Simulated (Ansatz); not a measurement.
## Ansatz (development build ahead of 0.2.0) run

```yaml
crystal:
  periodic: [false, false, false]
  atoms:
    - { symbol: Pt, position_ang: [0.0, 0.0, 0.0] }
    - { symbol: S, position_ang: [0.0, 0.0, 2.11] }
basis:
  gaussian: { orbitals: def2-TZVPP }
magnetization:
  spin_polarized: true
  initial_magnetization: 2
hamiltonian:
  xc: pbe
```

The input is written out in the form of the current development build from the run's settings. The basis set brings a core potential for Pt, so the total leaves out those core electrons.

Output:

| Item | Value |
| --- | --- |
| Converged | yes |
| Total energy | -517.41559 hartree |
| Spin squared of the determinant | 2.005 |
| Stability test | minimum |

Caution: other spin multiplicities were not run.
